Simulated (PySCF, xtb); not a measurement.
H₃OSi, SMILES [OH+]=[SiH2], charge +1.

xtb with GFN2-xTB at its own geometry gives an orbital gap of 4.52 eV.

Geometry: B3LYP-D3(BJ)/def2-TZVP. The isomer is the one that the SMILES or the coordinates give; other isomers of the formula were not compared.

### Question
What does PBE/def2-TZVPD run with PySCF give? (Estimate from the structure and the level; the computed values follow.)

### Answer
gap 5.40 eV (levels -15.23 and -9.83 eV).
